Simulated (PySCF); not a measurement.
## CuO2, doublet: computed properties

Computed with PySCF, UPBE0, basis Cu def2-TZVP, O def2-TZVP (no relativity, density fitting).

The structure is a minimum.

```xyz
3
charge 0 multiplicity 2, angstrom
Cu    0.0000    0.0000   -0.6068
O     0.6868    0.0000    1.1947
O    -0.6868    0.0000    1.1947
```

```json
{"Point group": "C2v", "Bond lengths": "Cu–O 1.928 Å (×2), O–O 1.374 Å", "Bond angles": "Cu–O–O 69.1° (×2), O–Cu–O 41.7°", "Spin squared ⟨S²⟩": "0.765", "Atomisation energy without zero-point energy": "504 kJ/mol", "Dipole moment": "5.99 D", "Highest occupied level (β)": "-5.21 eV", "Principal quadrupole moments (Buckingham, traceless) about the centre of mass": "-1.29, 0.50, 0.79 D Å", "Rotational constants": "1.117, 0.2449, 0.2009 cm⁻¹", "Zero-point energy": "10.0 kJ/mol", "Rotational symmetry number": "2", "Entropy at 298.15 K and 1 bar (electronic part: spin only)": "276.0 J/(mol K)", "Lowest empty level (α)": "-3.27 eV", "Heat capacity Cp at 298.15 K": "48.5 J/(mol K)", "Enthalpy at 298.15 K above 0 K": "12.41 kJ/mol", "Principal polarisabilities": "16.3, 27.8, 29.4 bohr³"}
```

Harmonic modes (masses in u: Cu 62.930, O 15.995):
```csv
symmetry,ω (cm⁻¹),IR (km/mol),μ (u)
b2,169,4.7,16.75
a1,396,9.3,21.29
a1,1107,0.6,16.04
```

In C2v the vibrations span b2 + 2a1. Here b1 is antisymmetric to the molecular plane and b2 lies in it.

Charges (e):
| atom | Mulliken | Löwdin | polar tensor | spin (Mulliken) | Mayer order to Cu1 |
| --- | --- | --- | --- | --- | --- |
| Cu1 | 0.58 | 0.42 | 0.53 | 0.06 | – |
| O2,3 | -0.29 | -0.21 | -0.26 | 0.47 | 0.51 |
Other Mayer orders above 0.3: O–O 1.05.

Mulliken populations on Cu1: s 6.31, p 12.20, d 9.91, f 0.00.

Only a few start shapes were tried, so a lower isomer may exist. Open d and f shells are described by one determinant, and the ground state may have another occupation or spin.

The final relaxation and frequency run took 37 s on 4 threads of a shared Arm Neoverse N1 host, with 107 basis functions and 10 gradients; the process peaked at 0.93 GiB.
